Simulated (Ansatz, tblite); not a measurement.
Cost and result up the ladder for W(SH)F5 (HWSF5) (8 atoms). The state is a singlet with charge 0. Geometry: PBE-D4/def2-SVP.

```xyz
8

W     0.343   -0.086    0.255
S    -1.958   -0.134   -0.374
H    -1.863    0.556   -1.545
F     2.205    0.114    0.486
F    -0.266   -1.042    1.728
F     0.525    0.867   -1.342
F     0.223    1.455    1.311
F     0.791   -1.729   -0.520
```

Ansatz; hardware A = 2 threads of AMD EPYC 7R13 on a shared host; B = 2 threads of AMD EPYC 7R13 on a shared host and a share (18 GiB) of an NVIDIA H100 80GB HBM3; xTB runs through tblite on one thread. Times are rough, summed over both states, and most runs start from the orbitals of an earlier one. ωB97X-V/def2-TZVP serves as the yardstick here, not as an exact answer. Differences are given only for rows in sets of like size (and for xTB, whose basis is part of the method), since another set adds its own error. The other state is a doublet.

In the def2 sets W takes a core potential; there is no spin–orbit coupling. The xTB rows come from tblite. Correlated methods freeze 10 core orbitals; core or outer-core shells of W are correlated, in sets that lack core-valence functions. The rows differ in basis, and correlated rows in double-zeta sets carry the largest basis error.

Correlated methods converge slowly with the basis, most of all in double-zeta sets.

Raw xTB energies of ions are shifted by several eV.

```csv
level,functions,wall time
GFN1-xTB,40,0.014 s
GFN2-xTB,39,0.018 s
PBE-D4/def2-TZVP [A],238,10 s
PBE0-D4/def2-TZVP (with forces) [A],238,22 s
CCSD(T)/def2-SVP [B],125,26 s
ωB97X-V/def2-TZVP [A],238,40 s
```

Problem. Estimate what each level gives for the vertical IE (eV).

Solution. 
```
                              level  vertical IE (eV)  difference from ωB97X-V/def2-TZVP (eV)                                   remarks
                           GFN1-xTB             15.53                                    4.56                                         –
                           GFN2-xTB             15.82                                    4.84                                         –
               PBE-D4/def2-TZVP [A]             10.78                                   -0.19                                         –
PBE0-D4/def2-TZVP (with forces) [A]             10.99                                    0.01                                         –
               CCSD(T)/def2-SVP [B]             10.78                                       –  test for broken spin undecided (singlet)
              ωB97X-V/def2-TZVP [A]             10.98                                    0.00                                         –
```
